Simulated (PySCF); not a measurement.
## `CCO/C=C(\C)CC`, C7H14O

Molfile (atoms numbered from 1):
```
C7H14O
     RDKit          3D

 22 21  0  0  0  0  0  0  0  0999 V2000
    3.7316    0.4568   -0.1827 C   0  0  0  0  0  0  0  0  0  0  0  0
    2.5420   -0.4142   -0.5534 C   0  0  0  0  0  0  0  0  0  0  0  0
    1.3892    0.1242    0.0559 O   0  0  0  0  0  0  0  0  0  0  0  0
    0.2018   -0.4437   -0.3172 C   0  0  0  0  0  0  0  0  0  0  0  0
   -0.9384   -0.2128    0.3259 C   0  0  0  0  0  0  0  0  0  0  0  0
   -0.9959    0.6815    1.5280 C   0  0  0  0  0  0  0  0  0  0  0  0
   -2.2299   -0.8137   -0.1527 C   0  0  0  0  0  0  0  0  0  0  0  0
   -3.1619    0.2401   -0.7533 C   0  0  0  0  0  0  0  0  0  0  0  0
    3.8570    0.4744    0.8965 H   0  0  0  0  0  0  0  0  0  0  0  0
    3.5655    1.4735   -0.5285 H   0  0  0  0  0  0  0  0  0  0  0  0
    4.6356    0.0664   -0.6411 H   0  0  0  0  0  0  0  0  0  0  0  0
    2.7039   -1.4461   -0.2063 H   0  0  0  0  0  0  0  0  0  0  0  0
    2.4148   -0.4376   -1.6464 H   0  0  0  0  0  0  0  0  0  0  0  0
    0.2416   -1.0917   -1.1873 H   0  0  0  0  0  0  0  0  0  0  0  0
   -1.3753    1.6662    1.2568 H   0  0  0  0  0  0  0  0  0  0  0  0
   -1.6550    0.2616    2.2859 H   0  0  0  0  0  0  0  0  0  0  0  0
   -0.0000    0.8058    1.9432 H   0  0  0  0  0  0  0  0  0  0  0  0
   -2.0232   -1.5782   -0.9045 H   0  0  0  0  0  0  0  0  0  0  0  0
   -2.7361   -1.2953    0.6882 H   0  0  0  0  0  0  0  0  0  0  0  0
   -2.6743    0.7415   -1.5860 H   0  0  0  0  0  0  0  0  0  0  0  0
   -4.0763   -0.2254   -1.1149 H   0  0  0  0  0  0  0  0  0  0  0  0
   -3.4272    0.9860   -0.0088 H   0  0  0  0  0  0  0  0  0  0  0  0
  1  2  1  0
  2  3  1  0
  3  4  1  0
  4  5  2  0
  5  6  1  0
  5  7  1  0
  7  8  1  0
  1  9  1  0
  1 10  1  0
  1 11  1  0
  2 12  1  0
  2 13  1  0
  4 14  1  0
  6 15  1  0
  6 16  1  0
  6 17  1  0
  7 18  1  0
  7 19  1  0
  8 20  1  0
  8 21  1  0
  8 22  1  0
M  END
```

Theory: GIAO HF/pcSseg-1 magnetisability, rotational g tensor and spin-rotation constants, non-relativistic, gas phase in PySCF 2.14.0. Geometry: GFN2-xTB.

Give the nuclear spin-rotation constants along the inertial axes (H = +C I·J) beside the isotropic shieldings.

Rotational constants 5.1003, 0.8180, 0.7575 GHz. A star marks the isotopologue with that one atom substituted, in its own axes.
| atom | isotope | Caa (kHz) | Cbb (kHz) | Ccc (kHz) | mean (kHz) | σ (ppm) |
| --- | --- | --- | --- | --- | --- | --- |
| H9 | 1H | -0.548 | -0.001 | -0.065 | -0.204 | 30.5 |
| H10 | 1H | -0.547 | -0.089 | 0.016 | -0.207 | 30.6 |
| H11 | 1H | -0.086 | -0.063 | -0.087 | -0.079 | 31.2 |
| H12 | 1H | -0.511 | -0.086 | 0.034 | -0.188 | 28.7 |
| H13 | 1H | -0.507 | 0.008 | -0.056 | -0.185 | 28.8 |
| H14 | 1H | -0.492 | 0.074 | -0.087 | -0.169 | 26.1 |
| H15 | 1H | -0.489 | -0.079 | 0.001 | -0.189 | 30.5 |
| H16 | 1H | -0.302 | -0.066 | -0.048 | -0.139 | 31.1 |
| H17 | 1H | 0.008 | -0.054 | -0.080 | -0.042 | 29.4 |
| H18 | 1H | -0.515 | 0.014 | -0.080 | -0.194 | 30.4 |
| H19 | 1H | -0.353 | -0.067 | -0.029 | -0.150 | 30.4 |
| H20 | 1H | -0.415 | -0.075 | -0.026 | -0.172 | 31.4 |
| H21 | 1H | -0.081 | -0.062 | -0.082 | -0.075 | 31.0 |
| H22 | 1H | -0.513 | 0.004 | -0.076 | -0.195 | 30.8 |
| C1 | 13C* | 0.621 | 0.106 | 0.106 | 0.278 | 175.0 |
| C2 | 13C* | 0.860 | 0.158 | 0.174 | 0.397 | 130.5 |
| O3 | 17O* | -0.580 | -0.100 | -0.060 | -0.247 | 268.9 |
| C4 | 13C* | 1.583 | 0.353 | 0.179 | 0.705 | 47.3 |
| C5 | 13C* | 1.783 | 0.329 | 0.099 | 0.737 | 69.2 |
| C6 | 13C* | 0.695 | 0.099 | 0.090 | 0.294 | 179.1 |
| C7 | 13C* | 0.767 | 0.114 | 0.118 | 0.333 | 163.9 |
| C8 | 13C* | 0.629 | 0.122 | 0.090 | 0.281 | 175.3 |

For the geometry as given, no vibrational averaging.

How do the rotational constants and the g tensor change when H9, H10, H11, H12, H13, H14, H15, H16, H17, H18, H19, H20, H21, H22 are replaced by deuterium?

Constants 3.7258, 0.6787, 0.6262 GHz; g -0.0086, -0.0022, 0.0013, against -0.0118, -0.0026, 0.0015 before.
